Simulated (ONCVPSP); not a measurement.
# An all-electron radial function and its pseudo partner (Li)

Columns: radius, all-electron u(r) and pseudo u(r) of the 2s shell (level -2.87 eV) of lithium in the configuration [He] 2s1; PBE, scalar-relativistic, ONCV scheme, ONCVPSP 4.0.1.

| r (bohr) | all-electron | pseudo |
| --- | --- | --- |
| 0.180 | -0.1681 | 0.0277 |
| 0.360 | -0.1833 | 0.0563 |
| 0.540 | -0.1318 | 0.0868 |
| 0.720 | -0.0538 | 0.1200 |
| 0.900 | 0.0313 | 0.1563 |
| 1.080 | 0.1143 | 0.1955 |
| 1.260 | 0.1906 | 0.2370 |
| 1.440 | 0.2581 | 0.2794 |
| 1.620 | 0.3162 | 0.3217 |
| 1.800 | 0.3653 | 0.3624 |
| 1.980 | 0.4073 | 0.4004 |
| 2.160 | 0.4423 | 0.4346 |
| 2.340 | 0.4700 | 0.4638 |
| 2.520 | 0.4910 | 0.4872 |
| 2.700 | 0.5058 | 0.5040 |
| 2.880 | 0.5149 | 0.5144 |
| 3.060 | 0.5190 | 0.5190 |
| 3.240 | 0.5186 | 0.5186 |
| 3.420 | 0.5143 | 0.5143 |
| 3.600 | 0.5067 | 0.5067 |
| 3.780 | 0.4962 | 0.4962 |
| 3.960 | 0.4833 | 0.4833 |
| 4.140 | 0.4686 | 0.4686 |
| 4.320 | 0.4525 | 0.4525 |
| 4.500 | 0.4352 | 0.4352 |
| 4.680 | 0.4173 | 0.4173 |

Question: How many radial nodes do the two functions have?

Answer: The all-electron 2s function has n − l − 1 = 1; the pseudo-wave has 0, since the states of the same l below it are removed with the core.

Question: At about which radius was the pseudo-wave matched?

Answer: 3.30 bohr. The columns agree to 0.0005 from 3.06 bohr on; several derivatives are matched, so the curves merge somewhat inside the radius.

Question: Where does each function peak?

Answer: Outermost all-electron maximum near 3.06 bohr, pseudo maximum near 3.06 bohr (to the table’s step).

Question: Is the pseudo-wave norm-conserving?

Answer: Yes: the ONCV scheme keeps the norm inside the radius equal to the all-electron one, which fixes the energy derivative of the logarithmic derivative at the level.
